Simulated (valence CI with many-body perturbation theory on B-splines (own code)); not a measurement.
## Ir46+: electric-dipole lines

Method: valence CI with perturbative core correlation (CI+MBPT): three valence electrons over a frozen Dirac-Fock core [Ar] 3d10, radial functions for each j: 11 s, 11 p, 10 d, 8 f, 5 g, 2 h, with the one-electron correlation potential Σ1 (screened to all orders), the two-electron term Σ2, the three-electron term Σ3, Breit, model QED; selected single and double excitations, second order for the rest, scaled by the run's own slope (own B-spline code, finite nucleus).

No measured spectrum was set against this ion. As an estimate, large intervals hold to a few tenths of a per cent, small ones and those within an open d or f shell to about a per cent.

Lines 1 to 50 of 558 in falling wavelength, among levels below 67.712 Ry, chosen from the strongest by gf and those to the six lowest levels. Wavelengths and rates use the calculated energies. Electric multipoles are in the length gauge, E1 and E2 with the static RPA response of the core. Weak lines are less certain than strong ones. Lines between different terms over intervals too small for the method are left out, as are lines whose strength nearly cancels.

Levels are named by their leading jj configuration (3d3/2^4 stands for four electrons in 3d with j = 3/2), which in mixed levels can hold well under half, so a name can repeat and another be missing. Letters in brackets count levels of one name in rising energy.

| λ vac (Å) | Upper | Lower | A (s⁻¹) | S (a.u.) with core polarisation | S without |
| --- | --- | --- | --- | --- | --- |
| 735.4 | (4s^2 4p3/2) J=3/2 | (4s 4p1/2^2) J=1/2 | 7.34e+05 | 5.76e-04 | 6.10e-04 |
| 137.2 | (4s 4p1/2 4p3/2) J=3/2 [a] | (4s^2 4p3/2) J=3/2 | 2.67e+09 | 1.36e-02 | 1.45e-02 |
| 129.1 | (4p1/2 4p3/2 4d5/2) J=7/2 [b] | (4s 4p3/2 4d5/2) J=5/2 [b] | 1.52e+10 | 1.29e-01 | 1.38e-01 |
| 126.4 | (4p1/2 4p3/2 4f7/2) J=11/2 | (4s 4p3/2 4f7/2) J=9/2 [b] | 2.02e+10 | 2.42e-01 | 2.57e-01 |
| 125.9 | (4s 4p1/2 4f5/2) J=7/2 | (4s^2 4f5/2) J=5/2 | 2.00e+10 | 1.57e-01 | 1.67e-01 |
| 124.8 | (4s 4p1/2 4p3/2) J=5/2 | (4s^2 4p3/2) J=3/2 | 1.60e+10 | 9.19e-02 | 9.77e-02 |
| 124.7 | (4p1/2 4d5/2^2) J=9/2 | (4s 4p3/2 4f7/2) J=7/2 [c] | 1.82e+10 | 1.74e-01 | 1.85e-01 |
| 123.8 | (4s 4p1/2 4d5/2) J=7/2 | (4s^2 4d5/2) J=5/2 | 1.77e+10 | 1.32e-01 | 1.41e-01 |
| 123.6 | (4p1/2 4d3/2 4d5/2) J=9/2 | (4s 4d3/2 4d5/2) J=9/2 | 1.26e+10 | 1.17e-01 | 1.25e-01 |
| 123.0 | (4p1/2 4p3/2 4d5/2) J=9/2 | (4s 4p3/2 4d5/2) J=7/2 [a] | 1.21e+10 | 1.12e-01 | 1.19e-01 |
| 120.6 | (4s 4p1/2 4f7/2) J=9/2 | (4s^2 4f7/2) J=7/2 | 2.09e+10 | 1.81e-01 | 1.92e-01 |
| 119.3 | (4s 4p1/2 4f7/2) J=7/2 [b] | (4s^2 4f7/2) J=7/2 | 2.00e+10 | 1.34e-01 | 1.43e-01 |
| 118.6 | (4s 4p1/2^2) J=1/2 | (4s^2 4p1/2) J=1/2 | 3.52e+10 | 5.79e-02 | 6.15e-02 |
| 118.5 | (4p1/2^2 4p3/2) J=3/2 | (4s 4p1/2 4p3/2) J=3/2 [b] | 1.85e+10 | 6.09e-02 | 6.47e-02 |
| 118.5 | (4s 4p1/2 4f5/2) J=5/2 [b] | (4s^2 4f5/2) J=5/2 | 2.08e+10 | 1.03e-01 | 1.09e-01 |
| 115.5 | (4p1/2^2 4d5/2) J=5/2 | (4s 4p1/2 4d5/2) J=3/2 | 2.17e+10 | 9.92e-02 | 1.05e-01 |
| 115.1 | (4p1/2 4d5/2^2) J=9/2 | (4s 4d5/2^2) J=9/2 [b] | 1.82e+10 | 1.37e-01 | 1.45e-01 |
| 114.4 | (4p1/2^2 4d5/2) J=5/2 | (4s 4p1/2 4d5/2) J=5/2 [b] | 2.89e+10 | 1.28e-01 | 1.36e-01 |
| 114.2 | (4p1/2 4p3/2 4f7/2) J=5/2 [b] | (4s 4p3/2 4f7/2) J=3/2 | 2.20e+10 | 9.70e-02 | 1.03e-01 |
| 113.9 | (4p1/2 4p3/2 4d3/2) J=7/2 | (4s 4p3/2 4d3/2) J=7/2 | 1.78e+10 | 1.04e-01 | 1.10e-01 |
| 113.8 | (4p1/2 4p3/2 4f5/2) J=7/2 [a] | (4s 4p3/2 4f5/2) J=7/2 [a] | 1.70e+10 | 9.91e-02 | 1.05e-01 |
| 113.8 | (4p1/2 4p3/2 4f5/2) J=9/2 | (4s 4d5/2^2) J=9/2 [a] | 1.69e+10 | 1.23e-01 | 1.30e-01 |
| 113.2 | (4p1/2^2 4f5/2) J=5/2 | (4s 4p1/2 4f5/2) J=3/2 | 2.96e+10 | 1.27e-01 | 1.35e-01 |
| 112.7 | (4p1/2 4d3/2^2) J=3/2 | (4s 4d3/2^2) J=5/2 | 3.65e+10 | 1.03e-01 | 1.10e-01 |
| 112.5 | (4p1/2 4p3/2 4f7/2) J=9/2 [a] | (4s 4p3/2 4f7/2) J=7/2 [a] | 1.50e+10 | 1.05e-01 | 1.11e-01 |
| 112.2 | (4p1/2 4p3/2 4f7/2) J=7/2 [b] | (4s 4p3/2 4f7/2) J=5/2 [a] | 1.92e+10 | 1.07e-01 | 1.14e-01 |
| 112.0 | (4p1/2 4p3/2 4d5/2) J=3/2 [a] | (4s 4p3/2 4d5/2) J=5/2 [a] | 3.85e+10 | 1.07e-01 | 1.13e-01 |
| 112.0 | (4p1/2^2 4f5/2) J=5/2 | (4s 4p1/2 4f5/2) J=5/2 [b] | 4.07e+10 | 1.69e-01 | 1.80e-01 |
| 111.5 | (4p1/2 4d5/2^2) J=7/2 | (4s 4d5/2^2) J=9/2 [b] | 3.72e+10 | 2.04e-01 | 2.16e-01 |
| 111.1 | (4p1/2 4p3/2 4f7/2) J=7/2 [a] | (4s 4p3/2 4f7/2) J=9/2 [a] | 3.66e+10 | 1.98e-01 | 2.10e-01 |
| 110.8 | (4s 4p1/2 4p3/2) J=3/2 [b] | (4s^2 4p3/2) J=3/2 | 2.27e+10 | 6.10e-02 | 6.48e-02 |
| 110.8 | (4p1/2^2 4f7/2) J=7/2 | (4s 4p1/2 4f7/2) J=5/2 | 3.47e+10 | 1.86e-01 | 1.97e-01 |
| 110.6 | (4p1/2 4p3/2 4d5/2) J=5/2 [a] | (4s 4p3/2 4d5/2) J=5/2 [a] | 2.46e+10 | 9.88e-02 | 1.05e-01 |
| 109.9 | (4p1/2^2 4f7/2) J=7/2 | (4s 4p1/2 4f7/2) J=7/2 [b] | 4.23e+10 | 2.22e-01 | 2.35e-01 |
| 109.3 | (4p1/2 4p3/2 4f7/2) J=9/2 [a] | (4s 4p3/2 4f7/2) J=9/2 [a] | 2.45e+10 | 1.58e-01 | 1.67e-01 |
| 108.8 | (4p1/2^2 4f7/2) J=7/2 | (4s 4p1/2 4f7/2) J=9/2 | 5.69e+10 | 2.89e-01 | 3.07e-01 |
| 108.4 | (4p1/2^2 4d5/2) J=5/2 | (4s 4p1/2 4d5/2) J=7/2 | 5.92e+10 | 2.24e-01 | 2.37e-01 |
| 108.4 | (4s 4p1/2 4p3/2) J=1/2 | (4s^2 4p3/2) J=3/2 | 3.03e+10 | 3.81e-02 | 4.05e-02 |
| 108.3 | (4p1/2 4p3/2 4f5/2) J=7/2 [b] | (4s 4d5/2^2) J=9/2 [a] | 3.24e+10 | 1.63e-01 | 1.73e-01 |
| 108.3 | (4p1/2 4p3/2 4f7/2) J=9/2 [b] | (4s 4p3/2 4f7/2) J=11/2 | 3.97e+10 | 2.49e-01 | 2.64e-01 |
| 108.2 | (4p1/2 4d3/2 4d5/2) J=7/2 [b] | (4s 4d3/2 4d5/2) J=9/2 | 3.87e+10 | 1.94e-01 | 2.05e-01 |
| 108.1 | (4p1/2^2 4d3/2) J=3/2 | (4s 4p1/2 4d3/2) J=5/2 | 6.51e+10 | 1.62e-01 | 1.72e-01 |
| 107.2 | (4p1/2 4p3/2 4f7/2) J=11/2 | (4s 4p3/2 4f7/2) J=11/2 | 2.90e+10 | 2.12e-01 | 2.25e-01 |
| 106.3 | (4p1/2 4p3/2^2) J=3/2 | (4s 4p3/2^2) J=5/2 | 4.64e+10 | 1.10e-01 | 1.17e-01 |
| 106.1 | (4p1/2 4p3/2^2) J=5/2 | (4s 4p3/2^2) J=5/2 | 2.93e+10 | 1.04e-01 | 1.10e-01 |
| 106.1 | (4p1/2^2 4f5/2) J=5/2 | (4s 4p1/2 4f5/2) J=7/2 | 5.61e+10 | 1.98e-01 | 2.10e-01 |
| 106.0 | (4p1/2 4p3/2 4d5/2) J=7/2 [a] | (4s 4p3/2 4d5/2) J=9/2 | 4.86e+10 | 2.29e-01 | 2.43e-01 |
| 105.8 | (4p1/2^2 4p3/2) J=3/2 | (4s 4p1/2 4p3/2) J=5/2 | 7.05e+10 | 1.65e-01 | 1.75e-01 |
| 103.3 | (4p1/2 4p3/2 4d3/2) J=5/2 [b] | (4s 4p3/2 4d3/2) J=7/2 | 4.62e+10 | 1.51e-01 | 1.60e-01 |
| 103.3 | (4p1/2 4p3/2 4d5/2) J=9/2 | (4s 4p3/2 4d5/2) J=9/2 | 3.20e+10 | 1.74e-01 | 1.85e-01 |
